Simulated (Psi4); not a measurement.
A dimer, C3H6O ··· H2Se (SMILES CC(C)=O and [SeH2]); the first 10 atoms form monomer A.

```
13

C     -1.2833     0.0221    -0.1718
C     -0.0076    -0.2114     0.6069
C      1.2869     0.0787    -0.1199
O     -0.0219    -0.6077     1.7489
H     -1.3427     1.0654    -0.4922
H     -2.1463    -0.2234     0.4423
H     -1.2889    -0.5878    -1.0787
H      2.1343    -0.1246     0.5304
H      1.3113     1.1224    -0.4434
H      1.3581    -0.5336    -1.0225
Se    -1.8099    -0.9171     5.5639
H     -1.1159    -0.9030     4.2676
H     -2.4612    -2.1948     5.2387
```

Q: What interaction energy does SAPT0/jun-cc-pVDZ, frozen core (Psi4) give, and which attractive term is the largest?

A: Total -2.20 kcal/mol: electrostatics -1.80, exchange 0.60, induction -0.38, dispersion -0.62. The most attractive term is electrostatics.
